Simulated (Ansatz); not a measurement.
`OC[NH][AlH2]` and `CBNCO` differ in one atom or group.

Ansatz, PBE0-D4/def2-TZVP geometries, multiplicity 1. Each molecule was computed in one conformer, which needn't be the lowest.

```csv
property,`OC[NH][AlH2]`
HOMO energy (ωB97M-V/def2-TZVPP) / eV,-9.75
LUMO energy (PBE/def2-TZVPP) / eV,-1.69
size of the dipole moment (ωB97M-V/def2-TZVPP) / D,0.89
size of the dipole moment (B3LYP/def2-TZVPP) / D,0.84
HOMO energy (PBE/def2-TZVPP) / eV,-6.04
HOMO–LUMO gap (ωB97M-V/def2-TZVPP) / eV,10.39
```

Problem. Give the same properties after the change, and the shifts. (Best estimate.)

Solution. The calculation gave: 
| property | `CBNCO` | shift |
| --- | --- | --- |
| HOMO energy (ωB97M-V/def2-TZVPP) / eV | -10.36 | -0.61 |
| LUMO energy (PBE/def2-TZVPP) / eV | -0.49 | 1.20 |
| size of the dipole moment (ωB97M-V/def2-TZVPP) / D | 0.59 | -0.30 |
| size of the dipole moment (B3LYP/def2-TZVPP) / D | 0.56 | -0.28 |
| HOMO energy (PBE/def2-TZVPP) / eV | -6.48 | -0.44 |
| HOMO–LUMO gap (ωB97M-V/def2-TZVPP) / eV | 12.51 | 2.12 |

With PBE0 the HOMO falls by 0.57 eV and the LUMO rises by 1.42 eV, so the gap widens by about 1.99 eV. PBE moves the HOMO by -0.44 eV and ωB97M-V by -0.61 eV. Dipoles are sizes alone; their direction can turn.

B3LYP here is the variant with VWN-RPA as its local correlation; programs differ in this.
